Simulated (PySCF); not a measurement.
Atoms are numbered as in `[CH3:1]/[C:2]([C:3]#[N:4])=[N:5]/[SiH2:6][CH:7]=[O:8]`. Each H is labelled by its parent atom.

Computational details: NMR shieldings at PBE0/pcSseg-1/GIAO, structure optimised with GFN2-xTB, in PySCF 2.14 (one averaged value for each set of equivalent atoms, non-relativistic Hamiltonian, isolated molecule, one conformer).

Chemical shifts δ = σref − σ; $^{13}$C (σ = 186.93 ppm) and $^{1}$H (σ = 31.72 ppm) and $^{29}$Si (σ = 349.16 ppm) against TMS; NH3 for $^{15}$N (σ = 267.73 ppm); $^{17}$O (σ = 336.08 ppm) vs H2O, all at this level.

```json
{"atoms": "H(Si6)", "nucleus": "$^{1}$H", "count": "2", "Hirshfeld charge": "-0.07", "δ (ppm)": "5.10"}
{"atoms": "C2", "nucleus": "$^{13}$C", "count": "1", "Hirshfeld charge": "0.13", "δ (ppm)": "?"}
{"atoms": "N4", "nucleus": "$^{15}$N", "count": "1", "Hirshfeld charge": "-0.18", "δ (ppm)": "313.3"}
{"atoms": "C3", "nucleus": "$^{13}$C", "count": "1", "Hirshfeld charge": "0.08", "δ (ppm)": "116.4"}
{"atoms": "O8", "nucleus": "$^{17}$O", "count": "1", "Hirshfeld charge": "-0.21", "δ (ppm)": "960.2"}
{"atoms": "Si6", "nucleus": "$^{29}$Si", "count": "1", "Hirshfeld charge": "0.37", "δ (ppm)": "?"}
{"atoms": "N5", "nucleus": "$^{15}$N", "count": "1", "Hirshfeld charge": "-0.21", "δ (ppm)": "?"}
{"atoms": "C7", "nucleus": "$^{13}$C", "count": "1", "Hirshfeld charge": "0.05", "δ (ppm)": "244.6"}
{"atoms": "H(C1)", "nucleus": "$^{1}$H", "count": "3", "Hirshfeld charge": "0.06", "δ (ppm)": "2.66"}
{"atoms": "H(C7)", "nucleus": "$^{1}$H", "count": "1", "Hirshfeld charge": "0.04", "δ (ppm)": "12.31"}
{"atoms": "C1", "nucleus": "$^{13}$C", "count": "1", "Hirshfeld charge": "-0.11", "δ (ppm)": "35.8"}
```

Problem. Fill in the missing shifts.

Solution. 
- C2: 160.9 ppm, C=N carbon
- N5: 414.6 ppm, imine nitrogen
- Si6: -62.6 ppm, silicon bonded to C, N, 2 H

Shifts are as computed. Against solution values, carbons near 30 ppm lie about +3 ppm off and those near 130 ppm about +5 ppm. Of 1211 compounds with measured shifts, 218 miss one by over three times the rms of a fit or turn the order of signals round; such compounds aren't used in these exercises. Unscaled 17O shifts of doubly bonded oxygen tend to come out too high, by tens of ppm or more. Experimental scales use liquid or dissolved standards, which lie at an offset from isolated NH3 (liquid NH3: subtract about 20 ppm) and H2O (liquid H2O: subtract about 36 ppm). Unscaled 15N shifts of sp2 nitrogen come out 20 to 40 ppm too high even then.
